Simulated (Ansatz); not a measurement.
Isomers of C4H10Si, relaxed with PBE0-D4/def2-TZVP in Ansatz; electronic energies, one conformer each and not always the lowest. Functionals use def2-TZVPP; CBS adds triple-zeta CCSD(T) − MP2 to the MP2 limit of def2-TZVPP and def2-QZVPP.

(1) Order them by energy at frozen-core CCSD(T)/CBS, lowest first. (Best estimate.)
A. `C[SiH2]C1CC1`
B. `C1CC[SiH2]C1`
C. `C[SiH]1CCC1`
D. `C/C=C\C[SiH3]`
E. `[SiH3]C1CCC1`
F. `C[Si]1(C)CC1`

(2) How do PBE0-D4, B3LYP-D4, MP2/CBS(def2), ωB97M-V place them (kcal/mol, against `C1CC[SiH2]C1`)? (Best estimate.)

Results:

(1) B (0.0 kcal/mol), C (6.9 kcal/mol), F (11.4 kcal/mol), A (18.0 kcal/mol), D (20.6 kcal/mol), E (28.2 kcal/mol).

(2) The calculation gave: 
```tsv
isomer	PBE0-D4	B3LYP-D4	MP2/CBS(def2)	ωB97M-V
`C/C=C\C[SiH3]`	23.1	17.0	22.7	21.6
`C[Si]1(C)CC1`	10.7	10.1	10.8	10.1
`C[SiH2]C1CC1`	17.7	16.7	17.4	17.2
`C[SiH]1CCC1`	6.6	6.7	6.6	6.1
`[SiH3]C1CCC1`	28.5	27.8	29.0	28.0
```

B3LYP here is the variant with VWN-RPA as its local correlation; programs differ in this.
